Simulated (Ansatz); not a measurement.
```yaml
crystal:
  periodic: [false, false, false]
  atoms:
    - {symbol: C, position_ang: [0.091652, -1.115986, 2.279112]}
    - {symbol: C, position_ang: [-0.538664, -0.850670, 1.410730]}
    - {symbol: O, position_ang: [-1.226317, -0.576317, 0.493469]}
    - {symbol: Al, position_ang: [-0.901380, 0.184576, -0.867251]}
    - {symbol: C, position_ang: [0.761453, 0.757761, -1.133112]}
    - {symbol: H, position_ang: [0.639289, -1.355353, 3.051820]}
    - {symbol: H, position_ang: [-2.069754, 0.297038, -1.714968]}
    - {symbol: H, position_ang: [1.414842, -0.004976, -1.062740]}
    - {symbol: H, position_ang: [1.023625, 1.422975, -0.424017]}
    - {symbol: H, position_ang: [0.881706, 1.193849, -2.030375]}
basis:
  gaussian: {orbitals: def2-TZVPD}
hamiltonian: {xc: {name: HF}}
correlation: {active_space: {window: {electrons: 3, orbitals: 2}}}
output: {forces: true}
```

```sh
$ ansatz run in.yaml --threads 2 --pin off --events-out ev --progress --plain --max-ram 4352MiB
```

Problem. How does Ansatz answer? (Estimate.)

Solution. Ansatz gave: The run stopped with an error.
```
Functional definition: HF
1582 factors; integrals over basis functions are off by at most 8.8e-4 eV
mean field evaluation 1: about -11785.4504 eV, gradient 4.6e1 eV
mean field evaluation 2: about -11785.5950 eV, gradient 4.6e1 eV
mean field evaluation 4: about -11790.1523 eV, gradient 3.1e0 eV
mean field evaluation 8: about -11790.1937 eV, gradient 1.7e-4 eV
mean field -11790.19366546 eV, -433.2816255254 hartree, gradient 2.2e-6 eV, S^2 0.000000; 0 other end points of the search recorded, 0 dependent functions left out
reference -11790.19366546 eV, -433.2816255254 hartree; 22, 22 occupied and 217, 217 virtual orbitals, 1582 factors
Error: 3 electrons in 2 orbitals form no window around the highest filled level of the reference
```
